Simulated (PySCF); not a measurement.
C4H8OSi, SMILES OCCC#C[SiH3]. Atoms are numbered in the order given.

```xyz
14

O     -3.5313     0.3355     0.5583
C     -2.2742    -0.1020     0.1348
C     -1.1547     0.8442     0.5867
C      0.1704     0.3820     0.2120
C      1.2643    -0.0402    -0.1230
Si     2.9099    -0.6634    -0.6143
H     -3.7565     1.1332     0.0686
H     -2.1097    -1.0929     0.5845
H     -2.2178    -0.2372    -0.9627
H     -1.3256     1.8466     0.1536
H     -1.2191     0.9636     1.6814
H      3.8651    -0.5368     0.5260
H      2.8112    -2.0998    -1.0091
H      3.4289     0.1232    -1.7723
```
Charge 0, spin multiplicity 1.

The structure is a stationary point at PBE0-D3(BJ)/def2-SVP. This is a generated structure with no PubChem entry under its InChIKey; it may be hypothetical. The values are those of a single conformer.

These are PBE0-D3(BJ)/def2-SVP (PySCF 2.14.0) values and carry that method's errors.

Frequencies are harmonic and unscaled.

Computed harmonic wavenumbers and intensities:
```tsv
mode	ν (cm⁻¹)	IR (km/mol)	moving atoms (share of kinetic energy)
1	14	0.6	H 89 %, C 9 %
2	78	0.3	C 46 %, O 21 %, Si 19 %, H 15 %
3	84	3.6	H 33 %, C 31 %, O 28 %
4	169	6.5	C 68 %, H 25 %
5	219	2.4	C 73 %, H 18 %
6	315	90.5	H 82 %
7	370	57.5	O 45 %, H 19 %, C 19 %, Si 17 %
8	401	2.0	C 75 %, H 25 %
9	481	10.6	C 72 %, H 14 %, Si 12 %
10	632	24.6	C 59 %, Si 21 %, H 11 %, O 9 %
11	684	53.6	H 76 %, C 14 %, Si 10 %
12	685	52.4	H 73 %, C 17 %, Si 10 %
13	784	2.8	H 85 %, C 15 %
14	930	381.5	H 92 %, Si 8 %
15	942	46.5	H 97 %
16	943	46.2	H 97 %
17	1026	8.8	C 55 %, H 43 %
18	1054	36.0	C 63 %, H 36 %
19	1087	6.6	C 63 %, H 34 %
20	1139	160.0	H 38 %, O 32 %, C 30 %
21	1166	7.2	H 63 %, C 26 %, O 11 %
22	1280	0.8	H 67 %, C 32 %
23	1303	19.8	H 80 %, C 19 %
24	1391	25.3	H 80 %, C 12 %
25	1414	39.4	H 72 %, C 27 %
26	1439	3.5	H 90 %, C 10 %
27	1494	1.5	H 91 %, C 9 %
28	2238	110.0	H 97 %
29	2239	101.9	H 96 %
30	2240	103.5	H 96 %
31	2309	89.3	C 99 %
32	3028	37.6	H 94 %
33	3046	17.5	H 94 %
34	3104	1.3	H 91 %, C 9 %
35	3133	19.7	H 91 %, C 9 %
36	3882	42.4	H 94 %
```
